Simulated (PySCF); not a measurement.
SMILES F[Si](F)(F)[CH2][Ge]([Cl])([Cl])[Cl] at its CAM-B3LYP/def2-SVP optimised geometry (Å):

```
11

Si    -1.8100    -1.4582     2.0470
F     -2.7225    -1.1734     0.7668
F     -2.4358    -2.7147     2.8104
F     -1.9194    -0.2004     3.0226
C     -0.0655    -1.7938     1.5660
Ge     0.5825    -0.8578     0.0000
Cl    -0.0851     1.1734     0.0000
Cl     2.7225    -0.8578     0.0000
Cl    -0.0892    -1.8088    -1.7888
H      0.6014    -1.5300     2.4013
H      0.0584    -2.8695     1.3651
```

Level of theory: CAM-B3LYP/def2-TZVP run with PySCF. Cells within 0.4 Å of a nucleus heavier than hydrogen are left out (blank, or x).

Map of the electrostatic potential (hartree/e), clipped to [-0.08, 0.12] on the plane z = 0.0 Å:

```
|1111111111111111111111111111111|
|1111111111111111111111111111111|
|1111111111111111111111111111111|
|1111111111111111111111111111111|
|1111111111111111111111111111111|
|1111111111111111111111111111111|
|1111111111111222111111111111111|
|1111111111112344321111111111111|
|1111111111124899842111111111111|
|1111111111139999994111111111111|
|1111000001259999998211111111111|
|11000000012699xx999421111111111|
|10000000011699xx999532111111111|
|0000000001159999999853322111111|
|0000000001249999999997887532111|
|0000000001248999999999999973211|
|0000000112359999999999999996321|
|0000013432469999xx99999xx998321|
|0000028973479999xx99999xx998321|
|0000028974469999999999999996321|
|0000013543468999999999999984211|
|0000001123457999999998999632111|
|1000000123445789999975432211111|
|1100011123344567887653221111111|
|1111111223334455665543221111111|
|1111111222333444544433221111111|
|1111111222333344443332222111111|
|1111111222233333333322222111111|
|1111111222222333333222222111111|
|1111111122222223322222222211111|
|1111111122222222222222222111111|
```
Scale: ten equal steps from -0.022 (start of '0') to 0.120 (end of '9'), in the order '0123456789'; x runs from -5.00 to 5.00, y from -5.00 (bottom) to 5.00 (top).
